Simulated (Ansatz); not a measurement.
`[SiH3][GeH2][GaH2]` + arsine → `[GaH2][AsH2]` + `[SiH3][GeH3]` at 298.15 K and 1 bar (cleavage of the Ga–Ge bond).

Computed with Ansatz on PBE0-D4/def2-TZVP structures; ΔE is electronic, products minus reactants. CBS: MP2 limit from def2 TZ/QZ plus the TZ coupled-cluster correction, frozen cores. For As, Ga, Ge outer-core shells are correlated without core-valence functions, which leaves a few kJ/mol of doubt a bond. Scalar relativity is left out up to krypton.

```
             species  CCSD(T)/CBS energy (Eh)  H − E (kJ/mol)  S (J/(mol·K))
`[SiH3][GeH2][GaH2]`              -4293.32361           164.1          381.3
            `[AsH3]`              -2236.79077            67.8          222.9
      `[GaH2][AsH2]`              -4161.33979            90.7          303.5
      `[SiH3][GeH3]`              -2368.78170           140.9          292.8
```

H − E and S are ideal-gas, rigid-rotor, harmonic terms from PBE0-D4/def2-TZVP. 1 Eh = 2625.50 kJ/mol, R = 8.31446 J/(mol·K).

By hand: ΔE, ΔH, ΔS and ΔG.

ΔE = (-4161.33979) + (-2368.78170) − (-4293.32361) − (-2236.79077) = -0.00711 Eh = -18.7 kJ/mol. Δ(H − E) = 90.7 + 140.9 − 164.1 − 67.8 = -0.3, so ΔH = -19.0 kJ/mol. ΔS = 303.5 + 292.8 − 381.3 − 222.9 = -7.9 J/(mol·K). ΔG = -19.0 − 298.15 × (-7.9)/1000 = -16.6 kJ/mol.

By hand: the equilibrium constant, and the temperature at which ΔG would vanish if ΔH and ΔS stayed fixed.

log₁₀ K = −ΔG/(RT ln 10) = 2.9. ΔG = 0 at ΔH/ΔS = 2405 K, though so small a ΔS makes that figure unsure.

The number of gas molecules stays the same, so ΔS is small and ΔH decides. A doubt of 5 kJ/mol in ΔE shifts log₁₀ K by 0.9 here. These are equilibria of isolated gas molecules and say nothing of rates. Largest T1 diagnostic: 0.013 (customary marks: 0.02 for closed shells, 0.045 for open ones).
